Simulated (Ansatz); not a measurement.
Ideal-gas functions of CH6SbSi, SMILES `[CH3][Sb][SiH3]` radical at 298.15 K and 1 bar, from an Ansatz frequency run at PBE0-D4/def2-TZVP.

Molar mass 167.91 g/mol, point group Cs (symmetry number 1), electronic degeneracy 2, moments of inertia 73.378, 184.783, 249.135 u Å². Harmonic wavenumbers (cm⁻¹, unscaled): 79, 104, 118, 309, 445, 493, 516, 719, 794, 862, 933, 937, 1225, 1449, 1450, 2196, 2205, 2224, 3062, 3157, 3168.

Use S(trans) = R[1.5 ln M + 2.5 ln T − 1.1517]; rotational temperatures θ = 24.2544 K / I; S(rot) = R[ln(√π/σ · √(T³/θAθBθC)) + 1.5]; for each mode x = 1.438777 ν̃/T, S = R[x/(eˣ − 1) − ln(1 − e⁻ˣ)] and H = RT x/(eˣ − 1); 1 cm⁻¹ = 0.0119627 kJ/mol; R = 8.31446 J/(mol·K).

**Question.** By hand: the entropy, in J/(mol·K).

**Answer.** Translation 172.8. Rotation: θ = 0.3305, 0.1313, 0.0974 K, giving 111.0. Vibration, mode by mode: 16.38, 14.13, 13.11, 5.72, 3.39, 2.83, 2.59, 1.19, 0.89, 0.68, 0.51, 0.50, 0.16, 0.06, 0.06, 0.00, 0.00, 0.00, 0.00, 0.00, 0.00, in all 62.2. Electronic 5.8. Sum 351.8 J/(mol·K).

**Question.** By hand: H − E and G − E in kJ/mol, counted from the electronic energy.

**Answer.** Zero-point energy ½ × 26445 × 0.0119627 = 158.2; thermal vibration 9.7; translation, rotation and pV give 4 RT = 9.9. H − E = 177.8 kJ/mol, and G − E = 177.8 − 298.15 × 351.8/1000 = 72.9 kJ/mol.

Vibration gives 18 % of the entropy, 43.6 J/(mol·K) of it from the modes under 150 cm⁻¹: soft modes count most, and the harmonic formula is weakest for them.
